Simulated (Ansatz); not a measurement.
Consider the formal hydrolysis of a Ta–F bond: `[NH]=[Ta]([NH2])([F])[F]` + H₂O → `[NH]=[Ta]([NH2])([OH])[F]` + H–F.

Gas-phase electronic energies from Ansatz, PBE0-D4/def2-TZVP geometries. CCSD(T)/CBS adds triple-zeta CCSD(T) − MP2 to the extrapolated MP2 energy (def2 sets, frozen cores). This one scheme is used for every species. DFT in def2-TZVPP. B3LYP here is the variant with VWN-RPA as its local correlation; programs differ in this. HSE06 is defined as in plane-wave codes. def2 core potentials past Kr. For Ta outer-core shells are correlated without core-valence functions, which leaves a few kJ/mol of doubt a bond. Each species was taken in one conformer, which may not be the lowest.

| level | ΔE (kJ/mol) |
| --- | --- |
| BLYP-D4 | 38.8 |
| HSE06-D4 | 35.1 |
| BHLYP-D4 | 35.6 |
| ωB97X-V | 38.4 |
| r2SCAN | 40.0 |
| B3LYP | 40.1 |
| CAM-B3LYP | 39.5 |
| MP2/def2-TZVPP | 28.7 |

Q: What does CCSD(T)/CBS give? (Best estimate.)

A: Ansatz gave: +31.2 kJ/mol. The listed levels differ from it by 7.6, 3.9, 4.4, 7.2, 8.8, 8.9, 8.3, -2.5 kJ/mol.

Largest T1 diagnostic among the species: 0.018.

Leaving LDA and LC-ωPBE aside and taking each functional with its dispersion term where it has one, the values, not all of them listed here, spread over 9.4 kJ/mol, from PBE-QIDH to B97M-V. LDA lies −7.3 kJ/mol from PBE without D4. From r2SCAN to r2SCAN0 (25 % exact exchange), in def2-TZVPP and without D4, ΔE moves by −3.1 kJ/mol.
